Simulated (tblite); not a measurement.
Compound: C8H15P.
Structure used (GFN2-xTB), in Å, numbered top down from 1:
```xyz
24
C8H15P angstrom
C      3.536   -0.910    0.429
C      2.212   -0.631   -0.239
C      2.119    0.514   -1.212
P      1.184    0.794    0.355
C     -0.505    0.181   -0.173
C     -1.448    1.323   -0.556
C     -2.855    0.725   -0.426
C     -2.715   -0.491    0.511
C     -1.258   -0.486    0.978
H      4.015    0.019    0.729
H      3.396   -1.527    1.314
H      4.203   -1.435   -0.256
H      1.664   -1.530   -0.505
H      1.560    0.373   -2.128
H      3.011    1.113   -1.342
H     -0.410   -0.520   -1.010
H     -1.320    2.145    0.152
H     -1.250    1.708   -1.556
H     -3.555    1.459   -0.030
H     -3.226    0.410   -1.402
H     -3.405   -0.438    1.352
H     -2.927   -1.412   -0.034
H     -1.151    0.124    1.878
H     -0.887   -1.486    1.201
```

Calculated harmonic vibrations of the isolated species, GFN2-xTB (tblite), most abundant isotopes, no scaling. The method is semi-empirical: single wavenumbers can be off by several per cent or more. One conformer, not necessarily the lowest. The optimisation stopped once no atom felt more than 0.01 eV/Å.

Lowest wavenumbers of the output (negative numbers stand for imaginary wavenumbers):
```
mode    cm-1
  1     -20.6
  2      32.0
  3      92.9
  4     112.0
  5     180.1
  6     209.4
  7     246.9
  8     257.6
  9     338.6
 10     407.9
```

Question: Is this structure a minimum?

Answer: Not by this Hessian. 1 mode is imaginary beyond 20i (21i cm⁻¹), so at this level the point lies at or near a first-order saddle. The curvature is small, so loose convergence or finite differences may be the whole cause.

Question: Which atoms move in the imaginary mode?

Answer: 21i: C7 (ring CH2 carbon) 22 %, H19 (methylene hydrogen) 15 %, H20 (methylene hydrogen) 14 %, C8 (ring CH2 carbon) 12 %. These are shares of the mass-weighted motion.

Question: What is the remedy?

Answer: Step along that mode in both directions, optimise again with tighter thresholds and repeat the frequencies. The zero-point energy of this point (132.2 kcal/mol) counts the 65 real modes alone, and thermal corrections from it aren't those of a minimum.
